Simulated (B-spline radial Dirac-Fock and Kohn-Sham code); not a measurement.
# Binding energies of Fe²³⁺

System: iron as Fe²³⁺ in the configuration 1s2 2s1; nuclear rms radius 3.7377 fm (A = 56).

The run's input, task.json:

```json
{"items": [{
  "Z": 26,
  "q": 23,
  "cfg": [[1, 0, 2], [2, 0, 1]],
  "A": 56,
  "rrms": 3.7377,
  "do": ["binding"]
}]}
```

Launch: `python xray_run.py task.json out`

Level of theory: Dirac-Fock ΔSCF + Breit + QED; an atomic code on a B-spline grid. No correlation. Energies are counted from the vacuum level. Subshells whose hole state is unreliable or did not converge are left out.

All terms are in eV, carry their sign (relaxation lowers the binding energy) and add up to the binding energy; ⟨r⟩ is the mean radius of the orbital in the initial state.

```
subshell  −ε (Koopmans)  relaxation  Breit  self-energy  vacuum polarisation  binding energy  ⟨r⟩ (bohr)
      L1         2046.6       -0.01  -0.55        -0.51                 0.04          2045.6       0.239
```

For the deepest level, L1 (2s), the Breit terms make up -0.027 % of the binding energy, QED -0.023 % and orbital relaxation -0.001 %.

Going to the tabulated ground configuration of the next ion removes an electron from L1 (2s), computed at 2045.6 eV. NIST lists 2045.759 ± 0.007 eV as the ionisation energy of this species (theoretical), +0.16 eV from the computed value.
